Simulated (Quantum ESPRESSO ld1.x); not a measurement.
Values are calculated unless marked as measured or tabulated.
The mean radii <r> (bohr) of the occupied orbitals of an atom or ion are listed with their occupations. Level of theory: scalar-relativistic Kohn-Sham, LDA (Slater exchange, VWN5 correlation), spin-unpolarised, spherical densities, point nucleus (ld1.x of Quantum ESPRESSO 7.5).

orbital  occ.      <r>
1s          2  0.01900
2s          2  0.08042
2p          6  0.07174
3s          2   0.2088
3p          6   0.2087
3d         10   0.1890
4s          2   0.4685
4p          6   0.4979
4d         10   0.5354
5s          2    1.134
5p          6    1.338
4f         14   0.6762
5d          2    2.108

Name the element and its charge.

Answer. Z = 72, hafnium, charge +2: Hf2+ in [Xe] 4f14 5d2. The 1s radius gives Z: for a bare nucleus <r> = (2 gamma + 1)/(2Z) with gamma = sqrt(1 - (Z/c)^2), 0.01876 bohr for Z = 72, and screening makes it slightly larger (0.01900 here). The occupations add up to 70, and the charge is Z minus that.
